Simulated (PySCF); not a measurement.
## PbO⁺ at TPSS

Computed with TPSS; PySCF, scalar-relativistic core potentials, basis sets Pb def2-SVP with ECP60, O def2-SVP.

| Item | Value |
| --- | --- |
| state | ²Π (doublet), unpaired electrons π ↑ |
| bond length | 2.129 Å |
| harmonic wavenumber | 560 cm⁻¹ |
| force constant | 2.74 mdyn/Å |
| rotational constant Be | 0.2504 cm⁻¹ |
| anharmonicity ωexe | 2.46 cm⁻¹ |
| vibration–rotation constant αe | 0.00144 cm⁻¹ |
| bond order (Mayer) | 1.23 |
| dipole moment (positive dipole points towards O; it is taken about the centre of mass and depends on that origin) | -2.56 D |

These are scalar-relativistic numbers at best; spin–orbit coupling would shift them, the dissociation energy most. The state was picked by a PBE0 search and need not be the measured ground state.
